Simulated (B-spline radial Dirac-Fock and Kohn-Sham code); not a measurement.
## Relativistic shifts of the levels of Al²⁺

System: the Al²⁺ ion, configuration [Ne] 3s1.

Both columns are ΔSCF binding energies of the configuration average from an atomic code on a B-spline grid: non-relativistic Hartree-Fock with a point nucleus, and Dirac-Fock with a finite nucleus and the Coulomb interaction alone, averaged over the two j levels with weights 2j+1.

| shell | Hartree-Fock (eV) | Dirac-Fock (eV) | shift (eV) | shift (%) |
| --- | --- | --- | --- | --- |
| 2p | 103.8 | 103.8 | -0.03 | -0.03 |
| 3s | 28.04 | 28.09 | +0.05 | +0.18 |

Relativity binds 3s more strongly, among those listed most of all 3s in relative terms, and 2p more weakly.

Values without a named source are computed, but for edge energies of neutral atoms, which are taken from tables.
